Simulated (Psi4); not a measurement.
C$_{5}$H$_{4}$N (SMILES [c-]1cccnc1), charge -1, singlet, geometry from GFN2-xTB (a gas-phase anion, which may not be bound at this level). Base run: R2SCAN/6-31G in Psi4.

Here is a job for Psi4.
```
memory 2 GB

molecule {
-1 1
N    -0.01597523   -0.02962172    1.38373483
C     0.01557545   -0.06582818   -1.36989980
C    -0.00521036    1.10543325    0.69612625
C    -0.01054599   -1.15662589    0.66382466
C     0.00511221   -1.33380566   -0.73772362
C     0.01077742    1.14303371   -0.68694833
H     0.02830252   -0.02508551   -2.46852276
H    -0.00972220    2.02524692    1.29071120
H    -0.02017221   -2.05150868    1.30507188
H     0.01916619    2.10545597   -1.20567905
}

set {
  basis 6-31g
}

energy('r2scan')
print_variables()
```

The base run was repeated with changes; each row names its change, and settings that it needs were set with it.

| change | ΔE vs base (µEh) | SCF cycles | grid points | basis functions |
|---|---|---|---|---|
| base | 0.0 | 11 | 210527 | 62 |
| dft_spherical_points = 434 | -11.8 | 11 | 302408 | 62 |
| scf_initial_accelerator = ediis | 0.0 | 11 | 210527 | 62 |
| e_convergence = 1e-4 | 0.0 | 11 | 210527 | 62 |
| guess = huckel | 0.0 | 12 | 210527 | 62 |
| dft_radial_scheme = mura | 90.0 | 11 | 214080 | 62 |
| dft_spherical_points = 590 | -12.6 | 11 | 410867 | 62 |
| scf_type = out_of_core | 39.7 | 11 | 210527 | 62 |
| damping_percentage = 50 | 0.2 | 56 | 210527 | 62 |
| dft_radial_points = 50 | 73.2 | 11 | 142648 | 62 |
| puream = false | 0.0 | 11 | 210527 | 62 |
| d_convergence = 1e-4 | 1.2 | 8 | 210527 | 62 |
| d_convergence = 1e-10 | 0.0 | 16 | 210527 | 62 |

A gas-phase anion may not be bound at this level; its values then depend on the basis.
